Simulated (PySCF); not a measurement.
**Steps of a relaxation of [Pb(PH3)]2+**

[Pb(PH3)]2+ (singlet). PySCF 2.14.0, RKS PBE0, Pb def2-SVP with ECP60, P def2-SVP, H def2-SVP; non-relativistic Hamiltonian with scalar-relativistic core potentials where named; density fitting; no spin-orbit coupling. Origin of the start: template. Columns: position (Å) and force (eV/Å). Energies are counted from the last step; some of the 5 steps are shown. Forces carry noise of the integration grid, about 0.01 to 0.03 eV/Å.

Run from Python with OMP_NUM_THREADS=2. Where DIIS fails, smearing, a level shift and second-order steps follow.
It took 3.7 s on 2 threads of Arm Neoverse V2, on a shared host, from the converged density of the start.

```xyz
5
step 0  E = 0.201 eV
Pb    0.0000    0.0000   -0.4125     0.00    0.00   -0.09
P     0.0000    0.0000    2.4575     0.00    0.00    1.55
H     1.2100    0.0000    3.2007     0.45    0.00   -0.49
H    -0.6050    1.0479    3.2007    -0.22    0.39   -0.49
H    -0.6050   -1.0479    3.2007    -0.22   -0.39   -0.49
```

```xyz
5
step 1  E = 0.024 eV
Pb    0.0000    0.0000   -0.3638     0.00    0.00    0.05
P     0.0000    0.0000    2.5349     0.00    0.00    0.75
H     1.2871    0.0000    3.1586    -0.10    0.00   -0.26
H    -0.6435    1.1146    3.1586     0.05   -0.08   -0.26
H    -0.6435   -1.1146    3.1586     0.05    0.08   -0.26
```

```xyz
5
step 3  E = 0.000 eV
Pb    0.0000    0.0000   -0.3226     0.00    0.00    0.03
P     0.0000    0.0000    2.5753     0.00    0.00    0.00
H     1.3062    0.0000    3.1315    -0.02    0.00   -0.01
H    -0.6531    1.1312    3.1315     0.01   -0.01   -0.01
H    -0.6531   -1.1312    3.1315     0.01    0.01   -0.01
```

Question: Where does the relaxation end?

Answer: It converges at step 4 in C3v:
```xyz
5
step 4  E = 0
Pb    0.0000    0.0000   -0.3189
P     0.0000    0.0000    2.5755
H     1.3058    0.0000    3.1301
H    -0.6529    1.1308    3.1301
H    -0.6529   -1.1308    3.1301
```

Question: How did the contacts change?

Answer: 
| contact | start (Å) | end (Å) |
| --- | --- | --- |
| Pb1–P2 (PH3) | 2.870 | 2.894 |
